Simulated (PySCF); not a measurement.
# Unknown compound

An unknown has the formula C₈H₄O. Its calculated NMR data are:

¹H NMR (300 MHz, computed): δ 7.33 (m, 1H), 6.78 (m, 1H), 3.41 (s, 1H), 3.11 (s, 1H).

¹³C{¹H} NMR (computed): δ 148.0, 147.7, 123.0, 122.2, 97.5, 95.1, 79.4, 77.5.

[PySCF: GFN2-xTB geometry; shieldings: GIAO PBE0/pcSseg-1; no solvent model; non-relativistic; one computed conformer]

Referencing at the same level of theory: ¹H (σ = 31.72 ppm) and ¹³C (σ = 186.93 ppm) vs TMS.

**Question.** What is the structure?

**Answer.** 
Rings plus π bonds: 7 (1 ring in the answer). 8 carbon signals for 8 carbons: no two carbons are equivalent. Carbon types of the structure: 4 × C, 4 × CH, which accounts for all hydrogens. δC 148.0: aromatic CH next to the ring oxygen. δC 147.7: substituted aromatic carbon next to the ring oxygen. δC 123.0: aromatic CH. δC 122.2: substituted aromatic carbon. δC 97.5, 95.1: terminal alkyne carbon; the triple bond shields along its axis, which puts it between sp3 and sp2 carbons. δC 79.4, 77.5: alkyne carbon; sp carbons lie upfield of alkene carbons because the cylindrical π system leaves one tensor component strongly shielded. δH 6.78: hydrogen on an aromatic CH; it sits in the deshielding region of the aromatic ring current.

Structure: `C#Cc1ccoc1C#C`.

The data come from this structure; uniqueness wasn't tested.

Shifts are as computed. Against solution values, carbons near 30 ppm lie about +3 ppm off and those near 130 ppm about +5 ppm. Of 1211 compounds with measured shifts, 218 miss one by over three times the rms of a fit or turn the order of signals round; such compounds aren't used in these exercises. No couplings were computed; multiplicities are counted from neighbouring protons, with m where these are inequivalent, close in shift, in a saturated or five-membered ring or joined by F or P, and br s for small geminal =CH2 splittings.
